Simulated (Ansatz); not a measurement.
# Reading a saddle point

A first-order saddle point of SiHCl4, doublet, PBE0-D4/def2-TZVP, with one imaginary mode of 492i cm⁻¹:

Cl1  (-0.685, 0.140, 1.438)
Si2  (0.292, -0.058, -0.610)
Cl3  (1.527, -1.670, -0.605)
Cl4  (-1.153, -0.304, -2.015)
Cl5  (1.358, 1.624, -1.006)
H6  (-1.339, 0.268, 2.798)
(Å)

Program: Ansatz 0.2.0. Basis: def2-TZVPP and def2-QZVPP. Cores are frozen in the correlated methods; orbitals are unrestricted. Extrapolation: Hartree–Fock as exp(−7.88 √X), correlation as X^−2.97.

(1) Which contacts change along the imaginary mode, and what lies on either side? (Judge from chemistry; the calculation decides.)

(2) Which side is lower, and how far does the saddle lie above each? (An estimate is asked for; the value comes from the calculation.)

T1 diagnostic: at most 0.014. ⟨S²⟩ of the unrestricted Hartree–Fock references: 0.75 to 0.80 (a pure state has 0.75). The unrestricted reference is spin-contaminated, which hurts MP2 most.

## Answers

(1) By the calculation: The step is SiCl₄ ([Cl][Si]([Cl])([Cl])[Cl]) + H → SiCl₃ ([Cl][Si]([Cl])[Cl]) + HCl, with the molecules in contact on both sides. Shortening one way: Cl1–H6; lengthening the same way: Cl1–Si2.
| pair | one side (Å) | saddle (Å) | other side (Å) |
| --- | --- | --- | --- |
| Cl1–H6 | 3.53 | 1.51 | 1.28 |
| Cl1–Si2 | 2.02 | 2.28 | 3.71 |

(2) By the calculation: The side with Cl1–Si2 short is lower by 16.3 kJ/mol; the saddle lies 84.2 kJ/mol above it and 67.9 kJ/mol above the other (CCSD(T) at an estimated basis limit (MP2 extrapolated from triple and quadruple zeta, plus CCSD(T) − MP2 in triple zeta); electronic energies).

Radical steps of this kind take place in plasma deposition and etching.

Labels in which every atom is bracketed show which atoms are joined, not bond orders.

For scale, one of the runs: CCSD(T)/def2-TZVPP, 224 basis functions, launched by `ansatz run in.yaml --threads 8 --pin off --events-out ev --progress --plain --max-ram 19148MiB`. Hardware: 8 CPU threads of an Arm Neoverse V2, shared host. Wall time 3.5 min; peak host memory 8.4 GiB.
